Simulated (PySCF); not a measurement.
This PySCF input asks for the NMR shieldings of SMILES C[C@@H]1[SiH2]C[Si@H]1P, C3H11PSi2; the geometry comes from GFN2-xTB.

```python
import basis_set_exchange as bse
import numpy as np
from pyscf import gto, dft
from pyscf.prop import nmr

atoms = """
C    -1.864056    1.075604    0.431262
C    -0.845684    0.291569   -0.385294
Si   -0.876952   -1.620534   -0.158818
C     0.918504   -1.514956    0.504523
Si    0.983066    0.382745    0.222267
P     2.367894    0.914776   -1.462577
H    -2.877980    0.863396    0.094066
H    -1.696466    2.148402    0.342806
H    -1.797341    0.809955    1.484090
H    -0.947797    0.588804   -1.431766
H    -1.029231   -2.378245   -1.399489
H    -1.848370   -2.069016    0.839830
H     1.026970   -1.817127    1.542018
H     1.647625   -2.084078   -0.065884
H     1.181908    1.173673    1.449772
H     2.154928    2.277289   -1.352136
H     3.495985    0.969772   -0.664580
"""
names = dict.fromkeys(["C", "Si", "P", "H"], "pcSseg-1")
basis = {el: gto.basis.parse(bse.get_basis(n, elements=[el], fmt="nwchem")) for el, n in names.items()}
mol = gto.M(atom=atoms, basis=basis, charge=0, verbose=0)
mf = dft.RKS(mol, xc="PBE0")
mf.grids.level = 2
mf.grids.alignment = dft.numint.BLKSIZE   # the property module wants whole blocks of grid points
mf.conv_tol = 1e-9
mf.kernel()

calc = nmr.RKS(mf)   # GIAO
C = mf.mo_coeff
Co = C[:, mf.mo_occ > 0]
resp = mf.gen_response(singlet=True, hermi=2)
def vind(x):   # induced exchange potential for any number of trial vectors
    d = np.einsum("pi,xij,qj->xpq", C, 2 * x.reshape(-1, C.shape[1], Co.shape[1]), Co, optimize=True)
    return np.einsum("xpq,pi,qj->xij", resp(d - d.transpose(0, 2, 1)), C, Co, optimize=True).ravel()
mo1, _ = nmr.rhf.solve_mo1(calc, with_cphf=vind)
sigma = calc.kernel(mo1)
for i, s in enumerate(sigma):   # ppm
    w = np.linalg.eigvalsh((s + s.T) / 2)
    print("%2d %-2s iso %8.1f  s11 %8.1f  s22 %8.1f  s33 %8.1f" % (i, mol.atom_pure_symbol(i), w.mean(), *w))
```

**Question.** What are the results?

**Answer.** 
```
 0 C  iso    170.0  s11    157.0  s22    169.0  s33    184.0
 1 C  iso    172.2  s11    152.5  s22    175.8  s33    188.3
 2 Si iso    375.4  s11    337.9  s22    364.3  s33    423.8
 3 C  iso    193.5  s11    181.2  s22    193.3  s33    206.1
 4 Si iso    348.9  s11    325.1  s22    340.6  s33    380.9
 5 P  iso    616.5  s11    547.9  s22    614.1  s33    687.6
 6 H  iso     30.3  s11     25.3  s22     27.7  s33     38.0
 7 H  iso     30.4  s11     25.0  s22     28.5  s33     37.6
 8 H  iso     30.3  s11     26.3  s22     29.1  s33     35.6
 9 H  iso     30.6  s11     26.3  s22     30.7  s33     34.6
10 H  iso     26.7  s11     23.9  s22     24.3  s33     31.9
11 H  iso     27.1  s11     23.9  s22     25.2  s33     32.1
12 H  iso     31.1  s11     27.0  s22     27.5  s33     38.7
13 H  iso     31.4  s11     27.0  s22     29.0  s33     38.2
14 H  iso     26.2  s11     23.2  s22     25.1  s33     30.3
15 H  iso     30.5  s11     25.1  s22     27.6  s33     38.8
16 H  iso     30.5  s11     25.1  s22     27.2  s33     39.2
```

These numbers come from an equivalent density-fitted implementation of the same equations, which agrees with the script to about 0.01 ppm for H and up to a few tenths of a ppm for heavy atoms, so last digits may differ.

Size and cost of the density-fitted run: 178 basis functions, 54 s wall time on 1 thread of an Arm Neoverse N1, shared host; peak memory 0.75 GiB.
